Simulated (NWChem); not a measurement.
System: C₃H₉ClSi; SMILES [Si](C)(C)(Cl)C

Input file for NWChem:

```
start job
memory heap 200 mb stack 900 mb global 1100 mb
geometry units angstroms noautoz
  C      0.832383    -1.581240     0.898514
  Si     0.000000     0.000000     0.341848
  C      0.953203     1.511484     0.898514
  C     -1.785585     0.069756     0.898514
  Cl     0.000000     0.000000    -1.754262
  H      0.861377    -1.636078     1.999026
  H      0.290550    -2.463918     0.525839
  H      1.866651    -1.633860     0.525655
  H      0.481639     2.433498     0.525655
  H      0.986197     1.564013     1.999026
  H      1.988541     1.483583     0.525839
  H     -1.847574     0.072065     1.999026
  H     -2.348290    -0.799637     0.525655
  H     -2.279091     0.980336     0.525839
end
basis spherical
  * library def2-tzvpd
end
dft
  xc xpbe96 cpbe96
  iterations 150
  semidirect filesize 400000000
  mulliken
end
task dft energy
```

Structure relaxed at the PBE0/def2-SVP level.

Question: What results follow from this input? (PBE/def2-TZVPD.) Quantities: energy (Ha); highest occupied level (eV); orbital gap (eV); dipole (D).

Answer: 
| Quantity | Result |
|---|---|
| energy (Ha) | -869.08 |
| highest occupied level (eV) | -7.03 |
| orbital gap (eV) | 6.47 |
| dipole (D) | 2.25 |
